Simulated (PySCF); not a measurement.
Shapes and spin states of TaCl₂

Computed with PySCF, PBE0, basis Ta def2-SVP with ECP60, Cl def2-SVP (scalar-relativistic core potentials, no spin–orbit coupling, density fitting).

Relaxations began from a few typed shapes and spin states; open shells are unrestricted. The search is not exhaustive: other isomers or separated fragments can lie lower, and high-lying points may rest on an excited occupation.

Problem. Order these stationary points by electronic energy, lowest first, in kJ/mol from the lowest minimum.
A. quartet D∞h: Ta–Cl 2.306 Å (×2); Cl–Ta–Cl 180.0°
B. broken-symmetry Ms = 1/2 (⟨S²⟩ 1.46) C2v: Ta–Cl 2.288 Å (×2); Cl–Ta–Cl 168.8°

Solution. A (0.0), B (30.8).

Problem. Which of them are minima?

Solution. By energy in kJ/mol, 0.0: not settled, its softest mode being under 30 cm⁻¹; 30.8: not settled, its softest mode being under 30 cm⁻¹.

Formally Ta is in oxidation state +2, d3, with 3 unpaired electrons (the high-spin count). The Mulliken spin on Ta is 3.16. The polar-tensor charge on Ta, 1.10, is far below the formal one.

For the lowest minimum: with open d or f shells other occupations or spin states may lie lower. With an element this heavy the missing spin–orbit coupling can shift these numbers.
